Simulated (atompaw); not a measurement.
## europium (Eu): one change to a PAW (atompaw) potential, before and after

* Element: europium (Eu)
* Generator: atompaw 4.2.0.5
* Type: PAW
* Functional: PBE
* Relativity: scalar-relativistic
* Frozen core: [Kr] 4d10
* Valence charge: 17
* Reference configuration: 4f7 5s2 5p6 5d0 6s1 6p0 (charge +1)
* Partial waves: 5s (bound): rc 1.55 bohr; 6s (bound): rc 2.35 bohr; 5p (bound): rc 2.05 bohr; 6p (bound, empty): rc 2.75 bohr; 5d (bound, empty): rc 2.10 bohr; 5d channel at 0.5 Ry: rc 2.10 bohr; 4f (bound): rc 1.15 bohr; 4f channel at 0.45 Ry: rc 1.15 bohr
* Local potential: troulliermartins scheme with l = 4 at 0 Ry, radius 2.25 bohr
* Core correction: smooth core density matched at 1.95 bohr
* Augmentation charge: besselshape compensation charge, radius 2.65 bohr; PAW radius 2.75 bohr; waves and projectors: custom polynom gramschmidtortho

All-electron outer shells of the reference configuration (PBE, scalar-relativistic, ld1.x):

```
shell  level (eV)  outermost node (bohr)  outermost maximum (bohr)
   4p     -264.49                   0.30                      0.55
   4d     -141.00                   0.27                      0.57
   5s      -50.91                   0.67                      1.23
   5p      -30.01                   0.72                      1.41
   4f       -8.90                      –                      0.60
   6s       -8.53                   1.66                      3.38
   5d       -7.13                   0.82                      2.08
   6p       -5.34                   1.99                      4.35
```

Change: all radii scaled by about 1.26 (s 1.94, p 2.58, d 2.64, f 1.44 bohr); local potential troulliermartins scheme with l = 4 at 0 Ry, radius 2.82 bohr; augmentation besselshape compensation charge, radius 3.34 bohr; PAW radius 3.46 bohr; waves and projectors: custom polynom gramschmidtortho; core correction smooth core density matched at 2.46 bohr.

Cutoffs: the cutoffs (Ry, on a coarse ladder) from which the occupation-weighted sum of valence levels, in a spherical-Bessel basis at the reference potential, stays within 10 and 1 mRy of its value at 400 Ry; they do not see the model core or the augmentation charge, which bear on the density cutoff.

What does the change do?

The potential gets softer (160 Ry and 230 Ry → 90 Ry and 160 Ry); neither file shows a bound ghost. A larger radius leaves more room for a smooth pseudo-wave, so fewer plane waves are needed.

| quantity | base | changed |
| --- | --- | --- |
| cutoff, loose | 160 Ry | 90 Ry |
| cutoff, tight | 230 Ry | 160 Ry |
| loose cutoff by channel (10 mRy a level) | s 21 Ry, p 15 Ry, f 90 Ry | s 10 Ry, p 10 Ry, f 55 Ry |
| bound ghosts | none | none |
| lowest overlap eigenvalue by channel | s 0.50, p 0.64, d 1.00, f 0.99 | s 0.51, p 0.59, d 0.93, f 0.98 |

 The cutoffs see the waves, projectors and local potential, not the compensation charge or the core.
